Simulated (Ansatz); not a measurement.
## Abstraction of F: C4H7F + Ge(CH3)F2 → C4H7 + Ge(CH3)F3

Species: C4H7F `FC1CCC1`, singlet; Ge(CH3)F2, doublet; C4H7 (cyclobutyl radical) `[CH]1CCC1`, doublet; Ge(CH3)F3, singlet. A radical takes F: the energy is the difference in strength between the C–F bond broken and the Ge–F bond made.

Shapes, held fixed at every level: PBE0-D4/def2-TZVP. Programs: Ansatz 0.2.0. The zero-point and thermal change to 298 K, harmonic and unscaled (PBE0-D4/def2-TZVP), is -9.0 kJ/mol.

| level | kind | ΔH(298 K) (kJ/mol) | less CCSD(T)/def2-TZVPP |
| --- | --- | --- | --- |
| HF/def2-TZVPP | Hartree–Fock | -99.7 | -23.2 |
| SPW92/def2-TZVPP | LDA | -37.0 | +39.5 |
| r2SCAN-D4/def2-TZVPP | meta-GGA | -73.4 | +3.1 |
| B3LYP-D4/def2-TZVPP | global hybrid | -61.1 | +15.4 |
| wB97M-V/def2-TZVPP | range-separated hybrid | -58.8 | +17.7 |
| MP2/def2-SVP | perturbation theory | -73.3 | +3.2 |
| CCSD(T)/def2-SVP | coupled cluster or CI | -71.3 | +5.2 |
| CCSD(T)/def2-TZVPP | coupled cluster or CI | -76.5 | 0.0 |

The highest level, CCSD(T)/def2-TZVPP, gives ΔH(298 K) = -76.5 kJ/mol; the levels span -99.7 to -37.0. The column of differences is taken from that level and isn't an error. No measured value is set beside it here. Open shells run unrestricted unless RO is named. Relativity is left out for Ge unless named. Correlated rows may include outer-core shells of Ge, which these sets cover unevenly.
